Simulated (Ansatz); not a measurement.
Species: CClF, charge 0, multiplicity 1. SMILES: Cl[C]F
Geometry: optimised at B3LYP-D3(BJ)/def2-TZVP (Ansatz, a first-principles code).

Parts of the frozen-core correlation energy in STO-3G (Ansatz, hartree). Frozen orbitals: 7; correlated occupied orbitals by spin: 9 and 9; virtual: 3 and 3. No spin-orbit coupling. No relativistic terms. The restricted reference is unstable.

```json
[
 {"term": "reference (HF)", "value": "-589.91900"},
 {"term": "MP2 opposite-spin", "value": "[?]"},
 {"term": "MP2 same-spin", "value": "[?]"},
 {"term": "CCSD correlation", "value": "-0.09833"},
 {"term": "(T)", "value": "[?]"},
 {"term": "FCI minus CCSD(T)", "value": "-0.00113"},
 {"term": "T1 diagnostic", "value": "0.020"},
 {"term": "largest doubles amplitude", "value": "0.092"}
]
```

Problem. Complete the blanks.

Solution. 
- MP2 opposite-spin, value: -0.06318
- MP2 same-spin, value: -0.01617
- (T), value: -0.00683
